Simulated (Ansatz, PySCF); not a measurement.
H₆Cl₂GeO₂Si₂ (SMILES [SiH3][O][Ge]([Cl])([Cl])[O][SiH3]), singlet, at a GFN2-xTB geometry, with bond 10-1 at 1.8 times its length. Base run: CASSCF(4,3)/STO-3G in PySCF.

Here is a job for PySCF.
```python
from pyscf import gto, scf, mcscf
import numpy

mol = gto.M(
    atom='''
Si   -2.457268    0.810682    1.433024
O    -0.956396    0.461397    0.890088
Ge    0.041437   -0.269941   -0.298256
Cl   -0.147082   -2.336065   -0.219108
Cl   -0.370536    0.549042   -2.168316
O     1.654934    0.110391    0.128122
Si    2.587964    1.156131    0.976268
H    -3.162692   -0.448688    1.670711
H    -3.139212    1.606476    0.412161
H    -1.903822    2.150106    3.623911
H     2.098303    1.242389    2.352115
H     2.527308    2.461403    0.315531
H     3.881584    0.491442    0.853930
''',
    basis='sto-3g',
    charge=0,
    spin=0,
    verbose=3,
)

mf = scf.RHF(mol)
mf.kernel()
mc = mcscf.CASSCF(mf, 3, 4)
mc.fix_spin_(ss=0.0)
mc.kernel()
occ = numpy.linalg.eigvalsh(mc.fcisolver.make_rdm1(mc.ci, mc.ncas, mc.nelecas))[::-1]
ss = mc.fcisolver.spin_square(mc.ci, mc.ncas, mc.nelecas)[0]
print('natural occupations', occ.round(4), ' <S^2>', round(ss, 4))
```

Programs used: Ansatz (a program for electronic structure), PySCF; a row that names a program was run with it.

The base run was repeated with changes; each row names its change, and settings that it needs were set with it.

| change | ΔE vs base (kcal/mol) | natural occupations | <S^2> of the state |
|---|---|---|---|
| base | 0.000 | 2.00 1.58 0.42 | 0.00 |
| fix_spin_ = off | 0.000 | 2.00 1.58 0.42 | 0.00 |
| state_average = 2 states | 14.93 | - | - |
| active space = 2 electrons, 3 orbitals | 0.099 | 1.57 0.43 0.00 | 0.00 |
| code = ansatz; correction = SC-NEVPT2, all electrons | -117.2 | - | - |
| correction = SC-NEVPT2 | -117.2 | 2.00 1.58 0.42 | 0.00 |
| conv_tol = 1e-5 | 0.096 | 2.00 1.57 0.43 | 0.00 |
| solver = newton | 0.000 | 2.00 1.58 0.42 | 0.00 |
| active space = 8 electrons, 6 orbitals | -9.28 | 2.00 2.00 1.98 1.58 0.42 0.02 | 0.00 |
| orbitals = fixed (CASCI); correction = SC-NEVPT2 | -118.0 | 2.00 1.61 0.39 | 0.00 |
| active space = 2 electrons, 2 orbitals | 0.099 | 1.57 0.43 | 0.00 |

Active orbitals are taken around the Fermi level unless the row says otherwise; CASSCF can end in different local minima, and two programs can end on different orbitals. State-averaged rows give the lowest state.
